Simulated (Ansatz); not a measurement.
Born–Oppenheimer molecular dynamics of AlH5O2Si (9 atoms, charge 0, multiplicity 1). It starts from a relaxed structure.

Method: RKS PBE0/STO-3G (Ansatz 0.2.0).

| Item | Value |
| --- | --- |
| ensemble | NVE (Milne-controlled integrator) |
| time step | 0.25 fs |
| steps asked | 500 |
| starting velocities drawn for | 1000 K |
| masses | H 2.014 u |
| seed | 329783 |

First frame:

```xyz
9
Properties=species:S:1:pos:R:3
Al 0.022 0.013 -0.065
O -0.311 0.004 1.601
H -1.222 -0.427 1.723
H 1.304 0.589 -0.549
O -1.073 -0.619 -1.177
Si -2.549 -1.292 -0.731
H -2.399 -2.427 0.161
H -3.415 -0.340 -0.059
H -3.220 -1.744 -1.929
```

Task: How far do the bonds stretch over the last three quarters of this one trajectory? (Pairs bonded in most of those frames.)

Result: 
```csv
bond,mean (Å),spread (Å),shortest,longest
Al1–O2,1.708,0.037,1.65,1.77
Al1–H4,1.504,0.068,1.40,1.60
Al1–O5,1.668,0.022,1.63,1.71
O2–H3,1.023,0.017,0.98,1.05
O5–Si6,1.680,0.029,1.63,1.73
Si6–H7,1.451,0.007,1.44,1.46
Si6–H8,1.456,0.037,1.40,1.52
Si6–H9,1.450,0.022,1.41,1.49
```

Mean temperature of the second half: 516 K. The conserved energy stayed within 0.0013 meV per atom of its start (net change -0.0011 meV per atom), so the integration is sound. The temperature averaged 0.52 of the 1000 K drawn at the start: a run that starts near a minimum puts about half its kinetic energy into the potential. A run of 0.12 ps of so small a system gives no equilibrium averages. Limits of this set-up: minimal basis.

Run time: 11 min on 1 thread of Arm Neoverse V2, with other jobs on the host, peak memory 0.091 GiB.
